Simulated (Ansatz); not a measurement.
This geometry of FH + FH + H4O2Si (11 atoms, charge 0, multiplicity 1) is a first-order saddle point.

The calculation used RHF/def2-SVP (Ansatz).

```xyz
11
Properties=species:S:1:pos:R:3
Si -0.678 0.391 -0.731
O 0.100 -1.148 -0.242
H -1.033 -0.147 -2.067
H -1.944 0.610 -0.040
O 0.344 1.595 -1.135
H 0.588 -0.040 1.722
F 0.052 0.815 1.225
H 0.583 -1.282 0.699
F 1.036 -1.051 1.873
H 0.237 -1.823 -0.893
H 0.714 2.081 -0.412
```

(1) Which two structures does it join? (They come from a converged band through this point; their orientation in space is the band's.)

(2) How far does it lie above each of them?

## Answers

(1) Bonds broken: Si1–O2, H6–F7, H8–F9. Bonds formed: Si1–F7, O2–H8, H6–F9. FH + FH + H4O2Si becomes FH + FH3OSi + H2O.

Image 0:

```xyz
11
Properties=species:S:1:pos:R:3
Si -0.827 0.188 -1.062
O -0.045 -1.223 -0.581
H -1.312 0.006 -2.436
H -1.911 0.334 -0.081
O 0.203 1.450 -1.068
H 0.882 0.459 1.980
F 0.886 1.335 1.718
H 0.370 -1.404 1.040
F 0.634 -1.252 1.914
H 0.558 -1.629 -1.189
H 0.561 1.735 -0.235
```

Image 6:

```xyz
11
Properties=species:S:1:pos:R:3
Si -0.360 0.929 -0.746
O -0.341 -1.949 -0.039
H 0.187 0.177 -1.869
H -1.696 0.557 -0.280
O -0.314 2.506 -1.184
H 1.160 -0.404 1.737
F 0.643 0.776 0.538
H 0.028 -2.037 0.832
F 1.244 -1.170 2.224
H 0.133 -2.567 -0.575
H -0.684 3.182 -0.639
```

(2) 117.1 kJ/mol above the first and 130.5 kJ/mol above the second. This is the barrier of this one path; another mechanism may lie lower. The orbitals stay closed-shell, which can raise the energy where a bond breaks towards radicals; this wasn't checked here.

The run took 110 s on 2 threads of AMD EPYC 7R43 64-Core Processor (Zen 3) (shared host), peak memory 0.23 GiB.
